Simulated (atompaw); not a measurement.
## Cutoff test, silicon, PAW (atompaw)

Si, PAW, made with atompaw 4.2.0.5 (PBE, scalar-relativistic). Core [Ne], reference 3s2 3p2. Waves: 3s (bound): rc 1.95 bohr; 3s channel at 0.9 Ry: rc 1.95 bohr; 3p (bound): rc 1.95 bohr; 3p channel at 1.7 Ry: rc 1.95 bohr. Local part: bessel scheme, radius 1.35 bohr. Core correction: smooth core density matched at 1.05 bohr. Augmentation charge: gaussian compensation charge, radius 1.65 bohr; PAW radius 1.95 bohr; waves and projectors: custom rrkj vanderbiltortho.

The pseudo-atom Hamiltonian at the reference potential is diagonalised in spherical Bessel functions j_l(qr) that vanish at 20 bohr, with q² up to the cutoff. All-electron valence levels (Ry): 3s -0.7947, 3p -0.3000.

Task: How do the lowest levels (Ry) of each channel move with the cutoff, and are there ghosts?

Result:

```
cutoff (Ry)     s #1     p #1    d #1    f #1  Σ f·Δε (mRy)
          8  -0.7943  -0.2978  0.0552  0.1092           5.3
         10  -0.7946  -0.2990  0.0552  0.1092           2.3
         12  -0.7946  -0.2995  0.0552  0.1092           1.3
         15  -0.7946  -0.2998  0.0552  0.1092           0.7
         18  -0.7947  -0.2999  0.0551  0.1092           0.3
         21  -0.7947  -0.2999  0.0551  0.1092           0.2
        400  -0.7948  -0.3000  0.0551  0.1092           0.0
```

Result: no extra level below or beside the all-electron valence levels (s, p, d, f tested); 10 mRy is reached at 8 Ry and 1 mRy at 15 Ry.
